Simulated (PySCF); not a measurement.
C₆ coefficients of unlike pairs at TPSSh

Calculated with PySCF 2.14 from the dipole response of each species, C₆(A,B) = (3/π) ∫ α_A(iu) α_B(iu) du, in atomic units, from isotropic polarisabilities. For ions this is the dispersion term alone; charge-induced terms of lower order in 1/R come first.

```
species                configuration                                                                      basis      relativity  α (bohr³)  C₆ (like pair)
     Mg                [Ne] 3s2 (1S)                                                       aug-cc-pVDZ (5s4p2d)            none      77.44           718.5
    Pb+  [Xe] 4f14 5d10 6s2 6p1 (2P)                                aug-cc-pwCVTZ-PP with ECP60MDF (8s7p6d4f1g)  core potential      27.87           242.8
     Tc            [Kr] 4d5 5s2 (6S)                                                aug-cc-pVTZ-DK (9s8p6d3f2g)   spin-free X2C      97.26            1133
  N(3+)                [He] 2s2 (1S)  x2c-TZVPPall with one added diffuse shell each of s, p, d type (6s4p3d1f)   spin-free X2C      2.145           2.186
```

Task: Estimate C₆ for Tc with Mg.

Result: The integral gives 894.2. The combination rule 2 C_A C_B / (C_A α_B/α_A + C_B α_A/α_B) gives 902.3 and the geometric mean 902.3.

No spin-orbit coupling is included.

The other pairs:

```json
{"pair": "N(3+), Mg", "C₆": "31.76"}
{"pair": "N(3+), Tc", "C₆": "43.14"}
{"pair": "N(3+), Pb+", "C₆": "22.79"}
{"pair": "Tc, Pb+", "C₆": "485.5"}
{"pair": "Pb+, Mg", "C₆": "365.4"}
```
